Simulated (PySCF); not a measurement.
SiOBr2, SMILES O=[Si](Br)Br.

Geometry: B3LYP-D3(BJ)/def2-SVP.

All values below come from PBE/def2-TZVPD in PySCF.

Symmetry labels are those of the subgroup C2v that the program uses (full group C2v).

List the valence orbital energies around the gap with their symmetry. (Estimate from the structure and the level; the computed values follow.)


```
orbital  symmetry  energy (eV)
-------  --------  -----------
HOMO−7         B2       -10.53
HOMO−6         A1        -9.42
HOMO−5         B1        -9.30
HOMO−4         A1        -8.54
HOMO−3         A2        -8.42
HOMO−2         B2        -8.16
HOMO−1         B1        -7.81
HOMO           B2        -7.28
LUMO           A1        -3.36
LUMO+1         B1        -2.87
LUMO+2         A1        -0.50
LUMO+3         B2        -0.13
```
